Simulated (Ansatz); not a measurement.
H6Au4⁻, relaxed as a doublet with UKS PBE-D4/def2-SVPD in Ansatz, starting from the GFN1-xTB geometry. Force threshold 0.02 eV/Å.

In the def2 sets Au takes a core potential; there is no spin–orbit coupling. Another isomer (doublet) lies 0.38 eV lower at PBE0-D4/def2-TZVPD; other spin states weren't run for this one.

Start:

```xyz
10

Au   -1.397    0.773    1.944
Au    0.388    0.103   -2.275
Au    0.307   -0.316    0.380
Au    2.175   -1.506   -1.327
H    -0.624    1.038   -2.952
H    -1.680    2.009    1.081
H     3.131   -0.315   -1.103
H    -1.156   -0.440    2.860
H     1.214   -2.686   -1.580
H    -2.359    1.341    2.973
```

Estimate the energy that the relaxation releases and the steps that it takes.

221.5 kJ/mol, in 42 steps; 3.1 min on 4 threads of Arm Neoverse V1 on a shared host. The force fell under the threshold at step 28, but the optimiser went on and released 0.002 eV more. No frequencies were taken in this run, so the end may be a saddle point.

Does the start keep its bonding?

Bonds formed: Au1–Au2, Au3–H8, Au3–H9 (atoms count from 1). Metal–metal contacts that move far: Au2–Au4 2.58 to 3.13 Å.

Predict the relaxed structure.


```
atom   x (Å)   y (Å)   z (Å)
 Au1  -1.566   0.800   1.206
 Au2   0.050   0.870  -1.085
 Au3   0.382  -1.230   0.862
 Au4   2.177  -1.419  -1.293
  H5   0.102   1.887  -2.343
  H6  -2.260   2.132   0.636
  H7   2.926  -1.044  -2.671
  H8  -0.873  -0.676   1.945
  H9   1.652  -2.221   0.250
 H10  -2.590   0.901   2.494
```
Bond lengths (bridged metal pairs left out): 3 × Au–Au 2.80 to 3.13 Å; 8 × Au–H 1.61 to 1.82 Å.
